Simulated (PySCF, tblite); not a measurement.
Species: C7H14N2.
SMILES with atom numbers: `[CH3:1][NH:2][N:3]([CH:4]1[CH2:5][CH2:6]1)[CH:7]1[CH2:8][CH2:9]1` (hydrogens: H10, H11, H12 on C1; H13 on N2; H14 on C4; H15, H16 on C5; H17, H18 on C6; H19 on C7; H20, H21 on C8; H22, H23 on C9)

The geometry is computed with GFN2-xTB (gas phase).

Question: List the bond lengths, angles and torsions at this level.

Answer: 
```tsv
bond	length (Å)
C1–N2	1.447
N2–N3	1.418
N3–C4, N3–C7	1.436
C4–C5 and 3 like bonds	1.499
C5–C6, C8–C9	1.497
C1–H10, C1–H12	1.089
C1–H11	1.098
N2–H13	1.026
C4–H14, C7–H19	1.094
C5–H15 and 3 like bonds	1.079
C5–H16 and 3 like bonds	1.078
```

Bonds in one row agree within 0.01 Å and their mean is given. A selection of angles:
```tsv
angle	degrees
C1–N2–N3	112.6
N2–N3–C4	113.7
N2–N3–C7	110.1
C4–N3–C7	112.3
N3–C4–C5	118.9
C5–C4–C6	59.9
C4–C5–C6	60.1
N3–C7–C8	117.6
H13–N2–C1	110.0
H13–N2–N3	111.3
```

Torsions: C1–N2–N3–C4 -79° (synclinal); N2–N3–C4–C5 163° (antiperiplanar); N3–C4–C5–C6 -109° (anticlinal); N2–N3–C7–C8 -64° (synclinal); N3–C7–C8–C9 -108° (anticlinal); N3–C4–C6–C5 109° (anticlinal); N3–C7–C9–C8 107° (anticlinal). The mirror-image conformer, all signs reversed, is as good.

N3 (hydrazine nitrogen) is pyramidal (angles 113.7°, 112.3° and 110.1°, sum 336.1°, 0.41 Å off the plane of its three neighbours). The 3-membered ring C7–C8–C9 has internal angles of 59.9° to 60.2°. N2 (hydrazine nitrogen) is pyramidal (angles 112.6°, 111.3° and 110.0°, sum 333.9°, 0.38 Å off the plane of its three neighbours). The 3-membered ring C4–C5–C6 has internal angles of 59.9° to 60.1°. Of the pairs four or more bonds apart, C6···H11 is among the closest relative to their van der Waals radii: 2.85 Å, 98 % of the sum of Bondi's values.

Point group: C1 (no symmetry element, even within 0.4 Å). Its GFN2-xTB frequencies are all real (lowest 62 cm⁻¹). One conformer, not necessarily the lowest. 2 starts were optimised and ended at 0.00 and 0.03 kcal/mol (GFN2-xTB); the lowest of these is shown.
